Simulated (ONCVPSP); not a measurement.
# B: excitation energies, all-electron against ONCV

```
Element                 : B (Z = 5)
Generator               : ONCVPSP 4.0.1
Type                    : optimised norm-conserving Vanderbilt (ONCV)
Functional              : BLYP
Relativity              : scalar-relativistic
Frozen core             : [He]
Valence charge          : 3
Reference configuration : 2s2 2p1
Partial waves           : 2s: rc 1.45 bohr, ncon 3, nbas 6, qcut 3.6 1/bohr, 2 projectors, debl 1.9 Ha; 2p: rc 2.95 bohr, ncon 4, nbas 8, qcut 5.7 1/bohr, 2 projectors, debl 1.9 Ha
Local potential         : polynomial inside 1.20 bohr (lpopt 4, dvloc0 6 Ha)
Core correction         : Teter function fitted to the true core (icmod 2), fcfact 0.3
```

Energies are relative to the spin-unpolarised reference configuration 2s2 2p1; without spin polarisation the order of configurations can differ from experiment.

(1) Give the all-electron excitation energy and the error of the potential for: 2s2 2p0; 2s1 2p0; 2s2 2p0.5; 2s1 2p1.

## Answers

(1)

```
valence configuration  charge  ΔE all-electron (eV)  error AE − PS (meV)
              2s2 2p0      +1                 8.173                  +66
              2s1 2p0      +2                33.522                 +198
            2s2 2p0.5    +0.5                 2.857                 +9.7
              2s1 2p1      +1                14.225                  -26
```
